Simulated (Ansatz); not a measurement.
`[NH2][Zn][CH2]C=O` and `BCC=O` differ in one atom or group.

Ansatz, PBE0-D4/def2-TZVP geometries, multiplicity 1. Each molecule was computed in one conformer, which needn't be the lowest.

Scalar relativity is left out up to krypton.

| property | `[NH2][Zn][CH2]C=O` |
| --- | --- |
| size of the dipole moment (ωB97M-V/def2-TZVPP) / D | 3.14 |
| HOMO–LUMO gap (PBE0/def2-TZVPP) / eV | 6.34 |
| HOMO energy (PBE0/def2-TZVPP) / eV | -7.08 |
| LUMO energy (PBE0/def2-TZVPP) / eV | -0.74 |
| size of the dipole moment (PBE/def2-TZVPP) / D | 3.02 |
| size of the dipole moment (B3LYP/def2-TZVPP) / D | 3.14 |

(1) What does the change do to each property? (Estimate.)

Answers

(1) Computed: 
```json
{"property": "size of the dipole moment (ωB97M-V/def2-TZVPP) / D", "`BCC=O`": "2.70", "shift": "-0.44"}
{"property": "HOMO–LUMO gap (PBE0/def2-TZVPP) / eV", "`BCC=O`": "5.72", "shift": "-0.62"}
{"property": "HOMO energy (PBE0/def2-TZVPP) / eV", "`BCC=O`": "-7.49", "shift": "-0.41"}
{"property": "LUMO energy (PBE0/def2-TZVPP) / eV", "`BCC=O`": "-1.77", "shift": "-1.03"}
{"property": "size of the dipole moment (PBE/def2-TZVPP) / D", "`BCC=O`": "2.47", "shift": "-0.55"}
{"property": "size of the dipole moment (B3LYP/def2-TZVPP) / D", "`BCC=O`": "2.69", "shift": "-0.45"}
```

With PBE0 the HOMO falls by 0.41 eV and the LUMO falls by 1.03 eV, so the gap narrows by about 0.62 eV. PBE moves the HOMO by -0.40 eV and ωB97M-V by -0.43 eV. Dipoles are sizes alone; their direction can turn.

B3LYP here is the variant with VWN-RPA as its local correlation; programs differ in this.
